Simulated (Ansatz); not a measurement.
Consider the cleavage of the Si–B bond: `C=C[SiH2]BF` + `O[SiH2]F` → `C=C[SiH2]O[SiH2]F` + `BF`.

Calculated with Ansatz (gas phase, PBE0-D4/def2-TZVP geometries, no zero-point term in ΔE). CBS: MP2 limit from def2 TZ/QZ plus the TZ coupled-cluster correction, frozen cores. This one scheme is used for every species. DFT in def2-TZVPP. Each species was taken in one conformer, which may not be the lowest.

| level | ΔE (kJ/mol) |
| --- | --- |
| revPBE-D4 | -117.0 |
| B97M-V | -135.9 |
| revPBE | -111.0 |
| MP2/def2-TZVPP | -147.9 |

(1) What does CCSD(T)/CBS give? (Best estimate.)

Largest T1 diagnostic among the species: 0.014.

Results:

(1) Ansatz gave: -140.1 kJ/mol. The listed levels differ from it by 23.1, 4.2, 29.1, -7.8 kJ/mol.

In def2-TZVPP, CCSD(T) changes the Hartree–Fock value by +25.2 kJ/mol (the triples alone add +3.3 kJ/mol) and MP2 by +16.6 kJ/mol. From PBE to PBE0 (25 % exact exchange), in def2-TZVPP and without D4, ΔE moves by −10.5 kJ/mol. Leaving LDA and LC-ωPBE aside and taking each functional with its dispersion term where it has one, the values, not all of them listed here, spread over 39.2 kJ/mol, from BHLYP-D4 to PBE-D4.

CCSD(T)/CBS has its own doubt, a few kJ/mol and more with outer-core shells, so smaller differences from it don't rank the levels.
